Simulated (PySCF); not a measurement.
**Unknown compound**

Molecular formula: C₆H₁₂Si. Simulated spectra:

¹H NMR (500 MHz, computed): δ 5.42 (m, 1H), 5.34 (m, 1H), 4.94 (m, 1H), 4.82 (m, 1H), 2.77 (m, 1H), 2.04 (m, 2H), 1.97 (s, 3H), 1.44 (m, 2H).

¹³C{¹H} NMR (computed): δ 173.1 (C), 115.0 (CH2), 40.4 (CH), 29.0 (CH3), 20.9 (CH2, 2C).

PySCF 2.14.0 with density-fitted response routines calculation with shielding tensors at PBE0/pcSseg-1 (GIAO) and coordinates at the GFN2-xTB level; fast rotation and ring inversion assumed for equivalent nuclei, in vacuum, relativity neglected, single conformer.

Scale: ¹H and ¹³C vs TMS (reference shieldings calculated alike).

Deduce the structure.

Results:


1. The formula gives 2 degrees of unsaturation (1 ring in the answer).
2. 5 carbon signals for 6 carbons: some carbons are equivalent by symmetry or fast rotation.
3. Carbon types of the structure: 1 × C, 1 × CH, 3 × CH2, 1 × CH3, leaving 2 H on heteroatoms.
4. δC 173.1: fully substituted alkene carbon.
5. δC 115.0: terminal =CH2 carbon; as expected for a trigonal carbon in a double bond.
6. δC 40.4: allylic sp3 CH; saturated and bonded to C and H only.
7. δC 29.0: allylic methyl carbon; aliphatic region, no heteroatom directly attached.
8. δH 5.42, 5.34: hydrogen on a terminal =CH2 carbon; a vinylic proton, deshielded by the sp2 carbon and the C=C anisotropy.
9. δH 2.77: hydrogen on an allylic sp3 CH; allylic position.
10. δH 1.97: hydrogen on an allylic methyl carbon; allylic position.

These data were computed for SMILES C=C(C)C1C[SiH2]C1.

This is the structure that produced the data.

Shifts are as computed. Against solution values, carbons near 30 ppm lie about +3 ppm off and those near 130 ppm about +5 ppm. Of 1211 compounds with measured shifts, 218 miss one by over three times the rms of a fit or turn the order of signals round; such compounds aren't used in these exercises. No couplings were computed; multiplicities are counted from neighbouring protons, with m where these are inequivalent, close in shift, in a saturated or five-membered ring or joined by F or P, and br s for small geminal =CH2 splittings.
